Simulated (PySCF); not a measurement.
# Highest orbital energy against ionisation energy along group 13

Calculated with PySCF 2.14, no spin-orbit coupling. Each cell gives −ε(HOMO) / ΔSCF in eV; NIST values include spin-orbit coupling, (s) semi-empirical, (t) theoretical.

```csv
species,UHF,LDA,PBE,PBE0,r2SCAN,NIST (lowest levels)
"B⁺ (aug-cc-pVTZ-DK, spin-free X2C)",23.782 / 23.448,19.407 / 24.552,19.504 / 24.604,20.794 / 24.562,19.726 / 24.257,25.155
"Al⁺ (aug-cc-pVTZ-DK, spin-free X2C)",17.780 / 17.551,14.906 / 18.915,14.799 / 18.783,15.756 / 18.679,14.951 / 18.399,18.829
"Ga⁺ (aug-cc-pVTZ-DK, spin-free X2C)",19.037 / 18.771,16.674 / 21.160,16.352 / 20.788,17.234 / 20.460,16.628 / 20.522,20.515
"In⁺ (aug-cc-pVTZ-DK3, spin-free X2C)",17.292 / 17.020,15.279 / 19.391,14.899 / 18.960,15.716 / 18.653,15.088 / 18.682,18.870
"Tl⁺ (aug-cc-pVTZ-DK3, spin-free X2C)",18.713 / 18.356,16.640 / 20.951,16.265 / 20.510,17.117 / 20.180,16.491 / 20.348,20.428
```

Problem. How far is −ε(HOMO) from ΔSCF on average for each method, and why?

Solution. UHF 0.29 eV; LDA -4.41 eV; PBE -4.37 eV; PBE0 -3.18 eV; r2SCAN -3.86 eV. Hartree-Fock orbital energies lack relaxation and so exceed the ΔSCF value; semilocal functionals have convex E(N) from self-interaction, so their HOMO lies far too high; exact exchange moves hybrids part of the way back.
